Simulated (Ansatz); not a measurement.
One geometry of the cluster Be₇O₈⁻, several levels of theory.

```yaml
crystal:
  periodic: [false, false, false]
  atoms:
    - {symbol: Be, position_ang: [1.363484, -1.423097, -0.281820]}
    - {symbol: Be, position_ang: [-2.232584, 0.358565, -0.332189]}
    - {symbol: Be, position_ang: [0.230033, -0.806073, 1.772746]}
    - {symbol: Be, position_ang: [-0.847918, -1.557779, -0.289015]}
    - {symbol: Be, position_ang: [0.083176, 0.627814, -1.372438]}
    - {symbol: Be, position_ang: [2.204552, 0.665298, -0.091903]}
    - {symbol: Be, position_ang: [-0.025537, 1.504122, 0.815828]}
    - {symbol: O, position_ang: [2.665432, -0.689113, -0.004634]}
    - {symbol: O, position_ang: [0.191235, 0.623139, 2.014194]}
    - {symbol: O, position_ang: [0.289255, -1.970202, 0.827111]}
    - {symbol: O, position_ang: [1.019593, 1.539359, -0.419675]}
    - {symbol: O, position_ang: [-2.242463, -1.062489, -0.058835]}
    - {symbol: O, position_ang: [-1.525550, 1.751554, 0.134879]}
    - {symbol: O, position_ang: [0.236395, -0.906961, -1.356477]}
    - {symbol: O, position_ang: [-1.409103, 1.345884, -1.357761]}
basis:
  gaussian: {orbitals: def2-TZVP, initial_orbitals: start.molden}
total_charge: -1
magnetization: {spin_polarized: true, initial_magnetization: 1}
hamiltonian: {xc: pbe, dispersion: d4}
scf: {omitted_lower_state_checks: [starts]}
output: {orbitals: {seedname: orbitals}}
```

The file start.molden holds the orbitals of an earlier run on this structure, at another level or in another basis.

```sh
$ ansatz run in.yaml --threads 4 --pin off --events-out ev --progress --plain --max-ram 6963MiB
```

Output, abridged:

```
Functional definition: PBE
2195 factors; their error is unknown
mean field evaluation 1: about -19191.9984 eV, gradient 1.1e1 eV
mean field evaluation 2: about -19192.3075 eV, gradient 3.9e-1 eV
mean field evaluation 4: about -19192.2975 eV, gradient 2.3e-1 eV
mean field evaluation 8: about -19192.2977 eV, gradient 6.4e-5 eV
mean field evaluation 16: about -19192.2977 eV, gradient 5.7e-6 eV
mean field -19192.29772070 eV, -705.3039322290 hartree, gradient 5.7e-6 eV, S^2 0.751467; 0 other end points of the search recorded, 0 dependent functions left out
reference -19192.29778176 eV, -705.3039344729 hartree; 47, 46 occupied and 334, 335 virtual orbitals, 2195 factors
Total energy: -19193.05430795 eV, -705.3317362976 hartree
Checks for a lower state left out: starts
```

Run time 21 s (4 threads of Arm Neoverse V2 on a shared host), peak host memory 1 GiB.

As the first input, with `hamiltonian: {xc: {name: LC-wPBE}}` (abridged; 32 s):

```
Functional definition: LC-wPBE
mean field -19200.83391915 eV, -705.6176317360 hartree, gradient 1.2e-5 eV, S^2 0.753975
Total energy: -19200.83391916 eV, -705.6176317364 hartree
Checks for a lower state left out: starts
```

As the first input, with `gaussian: {orbitals: def2-TZVP}`, `hamiltonian: {xc: pbe0, dispersion: d4}` (abridged; 67 s):

```
Functional definition: PBE0
mean field evaluation 16: about -19192.1852 eV, gradient 2.5e-1 eV
mean field -19192.24534609 eV, -705.3020074976 hartree, gradient 3.9e-6 eV, S^2 0.752053
Total energy: -19192.89675608 eV, -705.3259463731 hartree
Checks for a lower state left out: starts
```

Geometry: PBE-D4/def2-SVP, that of the neutral singlet.

LC-ωPBE has ω = 0.4 bohr⁻¹. The structure holds 1 bond(s) between oxygen atoms. At PBE-D4/def2-TZVP, PBE0-D4/def2-TZVP the highest occupied level of the charge -1 doublet lies above zero (up to 1.31 eV). By energy differences its removal costs 0.21 eV (vertical, to the charge 0 singlet, at LC-ωPBE/def2-TZVP). At PBE-D4/def2-TZVP an occupied level of the charge -1 doublet lies above an empty one (by up to 0.00 eV), so this SCF solution is probably not the lowest. At PBE-D4/def2-TZVP the gap within one spin of the charge -1 doublet nearly closes, so an electron or hole may be smeared out by delocalisation error. The structure comes from a short search, and lower isomers may exist.
